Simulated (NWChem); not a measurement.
Species: norbornene (C7H10); SMILES C1=C[C@H]2CC[C@@H]1C2

```xyz
17

C     -0.5066    -1.2812    -0.6762
C     -0.5066    -1.2812     0.6762
C      0.3286    -0.0923     1.1286
C     -0.5142     1.1837     0.7788
C     -0.5142     1.1837    -0.7788
C      0.3286    -0.0923    -1.1286
C      1.3856    -0.0483     0.0000
H     -1.0983    -1.9249    -1.3433
H     -1.0983    -1.9249     1.3433
H      0.6994    -0.1200     2.1706
H     -1.5305     1.1366     1.2161
H     -0.0212     2.0916     1.1827
H     -1.5305     1.1366    -1.2161
H     -0.0212     2.0916    -1.1827
H      0.6994    -0.1200    -2.1706
H      2.0500    -0.9350     0.0000
H      1.9961     0.8792     0.0000
```
Atoms are numbered in this order, from 1.

All runs: NWChem. Pople sets run with spherical d functions. The geometry was optimised at PBE-D3(BJ)/def2-SVP. No frequency run checked for a minimum. Level: B3LYP/6-31G* with SMD (1 M gas to 1 M solution), gas-phase geometry.

Task: Predict the results for solvent ethylene glycol. Quantities: solvation free energy (kcal/mol); cavity-dispersion-structure term (kcal/mol); dipole in solution (D).

Result: 
```
Property                                     Result
-------------------------------------------  ------
solvation free energy (kcal/mol)               -1.2
cavity-dispersion-structure term (kcal/mol)     0.4
dipole in solution (D)                         0.40
```
